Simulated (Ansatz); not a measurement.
Ansatz (a first-principles code) input:

Ansatz 0.2 input:
```yaml
crystal:
  periodic: [false, false, false]
  atoms:
    - {symbol: Si, position_ang: [1.10822191, 0.39106811, 0.18339917]}
    - {symbol: O, position_ang: [-0.34037181, -0.53352053, -0.35814073]}
    - {symbol: C, position_ang: [-1.74676576, -0.18274078, -0.01087955]}
    - {symbol: H, position_ang: [2.16671175, -0.38808066, -0.46586324]}
    - {symbol: H, position_ang: [1.06355054, 0.31145757, 1.64757872]}
    - {symbol: H, position_ang: [0.83101326, 1.71859828, -0.37134353]}
    - {symbol: H, position_ang: [-1.77837799, 0.90144033, 0.02978657]}
    - {symbol: H, position_ang: [-1.98383513, -0.63230274, 0.94872293]}
    - {symbol: H, position_ang: [-2.37246304, -0.55729014, -0.81429359]}
    - {symbol: H, position_ang: [-0.23813708, -1.46416731, -0.61177294]}
basis:
  gaussian:
    orbitals: def2-TZVPD
hamiltonian:
  xc: {name: B3LYP}
total_charge: 1
output: {forces: true}
```

Problem. What final total energy does it print?

Solution. -406.84623 Eh (B3LYP/def2-TZVPD). The basis has 183 functions.

It need not be the lowest isomer of its formula.
